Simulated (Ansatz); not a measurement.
Basis-set extrapolation for CH$_{7}$AlSSi$_{2}$ (PBE0-D4/def2-TZVP geometry, frozen core, the Gaussian-basis code of Ansatz). Multiplicity 1, RHF reference.

```json
{"": "HF", "def2-TZVPP": "-1259.343890", "def2-QZVPP": "-1259.380881"}
{"": "MP2 correlation", "def2-TZVPP": "-0.678427", "def2-QZVPP": "-0.729745"}
{"": "CCSD(T) correlation", "def2-TZVPP": "-0.778696", "def2-QZVPP": "not run"}
```

Energies in hartree. Use E(X) = E(∞) + A·exp(−7.88·√X) for Hartree–Fock and E(X) = E(∞) + B·X^(−2.97) for correlation, with X = 3 and 4, and add CCSD(T) minus MP2 of the smaller set to the MP2 limit.

Question: What is the CCSD(T) energy at the basis-set limit?

Answer: HF limit: -1259.380881 + (-0.036991) × 0.13774 = -1259.38598. MP2 limit: -0.729745 + (-0.051318) × 0.74074 = -0.76776. Higher-order term: -0.778696 − (-0.678427) = -0.10027. Total: -1260.25401 hartree, 345.1 kJ/mol below CCSD(T)/def2-TZVPP.
